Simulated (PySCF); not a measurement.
# Variants of one PySCF input: ZnCl

Base input, run as `python input.py` with PySCF 2.14:

```python
from pyscf import gto, dft

mol = gto.M(
    atom='Zn 0 0 0; Cl 0 0 2.31',
    basis='def2-svp',
    charge=0,
    spin=1,
    symmetry=True,
    verbose=4,
)
mf = dft.UKS(mol, xc='pw91')
mf = mf.density_fit(auxbasis='def2-universal-jkfit')
mf.kernel()
mf.dip_moment()
print('orbital energies (hartree):', [e[max(0, n-3):n+3].round(4) for e, n in zip(mf.mo_energy, mol.nelec)])
```

Base result: E(SCF) = -2239.330512 Eh, 11 cycles, ⟨S²⟩ = 0.752, μz(SCF) = -3.38 D. The bond length is a typed value, not an optimised one. No search for the lowest solution was made.

Wall time 4 s on one thread of a shared host.

Each row names what differs from the base; energies in brackets are changes from the base.

| change | result |
| --- | --- |
| electric field along z (a.u.): none → 0.01; point-group symmetry: on → off | E(SCF) = -2239.319686 Eh (+0.2946 eV), 11 cycles, ⟨S²⟩ = 0.752, μz(SCF) = -2.11 D |
| basis set: def2-svp → cc-pcvdz [unsound on purpose] | stops with BasisNotFoundError (Basis set not found for Zn in cc-pcvdz) |
| step after the SCF: none → stability; point-group symmetry: on → off | E(SCF) = -2239.330512 Eh (+0.0000 eV), 11 cycles, ⟨S²⟩ = 0.752, μz(SCF) = -3.38 D, internal stable; real -> complex stable |
| spin-free X2C: off → on [basis contracted without relativity] | E(SCF) = -2253.741286 Eh, 10 cycles, ⟨S²⟩ = 0.752, μz(SCF) = -3.28 D |
| integration grid: default → (50, 194) | not converged: SCF after 50 cycles |
| cycle limit: 50 → 3 [unsound on purpose] | not converged: SCF after 3 cycles |
| step after the SCF: none → mp2; SCF type: UKS → UHF; functional: pw91 → none (Hartree–Fock); frozen orbitals: default → 10 | E(SCF) = -2236.945098 Eh, 11 cycles, E(MP2) − E(SCF) = -0.47118 Eh, ⟨S²⟩ = 0.756, μz(SCF) = -4.68 D |
| density fitting: def2-universal-jkfit → cc-pvdz-jkfit | stops with BasisNotFoundError (Basis set not found for Zn in cc-pvdz-jkfit) |
| DIIS space: default → off [unsound on purpose] [may be another electronic state] | not converged: SCF after 50 cycles |
| functional: pw91 → lda,vwn | E(SCF) = -2234.813679 Eh, 10 cycles, ⟨S²⟩ = 0.751, μz(SCF) = -3.28 D |
| integration grid: default → 2 | E(SCF) = -2239.330509 Eh (+0.0001 eV), 11 cycles, ⟨S²⟩ = 0.752, μz(SCF) = -3.38 D |
| initial guess: minao → atom | E(SCF) = -2239.330512 Eh (+0.0000 eV), 11 cycles, ⟨S²⟩ = 0.752, μz(SCF) = -3.38 D |
| basis set: def2-svp → 3-21g | E(SCF) = -2228.618043 Eh, 9 cycles, ⟨S²⟩ = 0.751, μz(SCF) = -3.65 D |
| initial guess: minao → huckel | stops with AttributeError ('tuple' object has no attribute 'shape') |
| spin (2S): 1 → 2 [unsound on purpose] | stops with RuntimeError (Electron number 47 and spin 2 are not consistent) |
| functional: pw91 → bhandhlyp | E(SCF) = -2239.169148 Eh, 11 cycles, ⟨S²⟩ = 0.754, μz(SCF) = -4.07 D |
| geometry: bond 2.31 → bond 2.379 | E(SCF) = -2239.327237 Eh (+0.0891 eV), 11 cycles, ⟨S²⟩ = 0.752, μz(SCF) = -3.61 D |
| charge: 0 → 1; spin (2S): 1 → 0 [another spin of the ion may lie lower] | E(SCF) = -2239.005497 Eh (+8.8441 eV), 10 cycles |
| step after the SCF: none → mp2; SCF type: UKS → UHF; functional: pw91 → none (Hartree–Fock); frozen orbitals: default → 0 | E(SCF) = -2236.945098 Eh, 11 cycles, E(MP2) − E(SCF) = -0.48369 Eh, ⟨S²⟩ = 0.756, μz(SCF) = -4.68 D |
| basis set: def2-svp → ano-rcc-vdzp; spin-free X2C: off → on | E(SCF) = -2257.733346 Eh, 11 cycles, ⟨S²⟩ = 0.752, μz(SCF) = -3.31 D |
| geometry: bond 2.31 → bond 0 [unsound on purpose] | stops with AssertionError |
| geometry: bond 2.31 → bond 2.472 | E(SCF) = -2239.321856 Eh (+0.2355 eV), 10 cycles, ⟨S²⟩ = 0.752, μz(SCF) = -3.88 D |
| electric field along z (a.u.): none → -0.01; point-group symmetry: on → off | E(SCF) = -2239.346150 Eh (-0.4255 eV), 10 cycles, ⟨S²⟩ = 0.751, μz(SCF) = -4.56 D |

**Question.** Order these changes by how far they move the SCF energy from the base, largest first: (1) electric field along z (a.u.): none → -0.01; point-group symmetry: on → off; (2) electric field along z (a.u.): none → 0.01; point-group symmetry: on → off; (3) geometry: bond 2.31 → bond 2.379; (4) geometry: bond 2.31 → bond 2.472.

**Answer.** (1) -0.4255 eV, (2) +0.2946 eV, (4) +0.2355 eV, (3) +0.0891 eV.
